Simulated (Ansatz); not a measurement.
Cost and result up the ladder for the cluster GeO₃H₂ (6 atoms). Charge 0, multiplicity 1. Geometry: PBE-D4/def2-SVP.

```xyz
6

Ge    0.951    0.215    0.434
O     1.855    1.226    1.370
O    -1.222   -0.341   -0.986
O    -0.757    0.663   -0.035
H    -2.051   -0.613   -0.537
H     1.224   -1.150   -0.247
```

Ansatz on 4 threads of Arm Neoverse V2 on a shared host. Times are rough, and most runs start from the orbitals of an earlier one. PBE0-D4/def2-TZVP serves as the yardstick here, not as an exact answer. Binding counts from free atoms at the same level (Ge triplet, O triplet, H doublet; other spins of the atoms weren't run), without zero-point energy or a counterpoise term.

Correlated methods freeze 12 core orbitals; core or outer-core shells of Ge are correlated, in sets that lack core-valence functions. The structure holds 1 bond(s) between oxygen atoms. Another isomer (singlet) lies 0.93 eV lower at PBE0-D4/def2-TZVP; other spin states weren't run for this one.

Correlated methods converge slowly with the basis.

```tsv
level	functions	wall time	binding energy per atom (eV)	difference from PBE0-D4/def2-TZVP (eV)	remarks
revPBE-D4/def2-TZVP	153	0.9 s	3.07	0.12	–
PBE-D4/def2-TZVP (with forces)	153	1.1 s	3.22	0.27	–
PBE0-D4/def2-TZVP	153	1.2 s	2.95	0.00	–
r2SCAN-D4/def2-TZVP	153	1.8 s	3.05	0.10	–
B97M-V/def2-TZVP	153	3.1 s	3.05	0.10	–
CCSD(T)/def2-TZVPP	169	36 s	2.93	-0.02	large T1 (0.021)
```
